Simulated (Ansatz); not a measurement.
`C[SiH2][TeH]` + H₂Se → `[SeH][SiH2][TeH]` + CH₄  (ligand exchange at the Si–C bond)

Isolated molecules relaxed with PBE0-D4/def2-TZVP in Ansatz; ΔE leaves out vibrations. CCSD(T)/CBS adds triple-zeta CCSD(T) − MP2 to the extrapolated MP2 energy (def2 sets, frozen cores). This one scheme is used for every species. Functionals use def2-TZVPP. Elements past krypton have def2 core potentials. For Se, Te outer-core shells are correlated without core-valence functions, which leaves a few kJ/mol of doubt a bond. Scalar relativity is left out up to krypton. One conformer a species, not always the lowest.

```json
{"level": "BHLYP-D4", "ΔE (kJ/mol)": "-68.6"}
{"level": "r2SCAN", "ΔE (kJ/mol)": "-67.3"}
{"level": "CCSD/def2-SVP", "ΔE (kJ/mol)": "-58.2"}
{"level": "HF/def2-QZVPP", "ΔE (kJ/mol)": "-62.1"}
```

(1) What does CCSD(T)/CBS give? (Estimate.)

(2) What do rigid-rotor, harmonic-oscillator terms from PBE0-D4/def2-TZVP frequencies (298.15 K, 1 bar) make of the CCSD(T)/CBS value? (Best estimate.)

Largest T1 diagnostic among the species: 0.010.

Answers

(1) Ansatz gave: -67.4 kJ/mol. The listed levels differ from it by -1.2, 0.1, 9.2, 5.3 kJ/mol.

(2) Computed: ΔZPE = +7.5 kJ/mol, ΔH = -59.3 kJ/mol, ΔS = -12 J/(mol·K), ΔG = -55.8 kJ/mol.

At CCSD(T), def2-SVP lies +8.6 kJ/mol from the extrapolated value and def2-TZVPP +4.8 kJ/mol. Leaving LDA and LC-ωPBE aside and taking each functional with its dispersion term where it has one, the values, not all of them listed here, spread over 7.2 kJ/mol, from BHLYP-D4 to CAM-B3LYP-D4. LDA lies +5.0 kJ/mol from PBE without D4. The D4 term adds −3.1 kJ/mol with B3LYP and −1.5 kJ/mol with PBE0; it sums over pairs of atoms, weighted by their polarisabilities, and B3LYP, whose exchange is more repulsive, gets the larger term.

B3LYP here is the variant with VWN-RPA as its local correlation; programs differ in this.
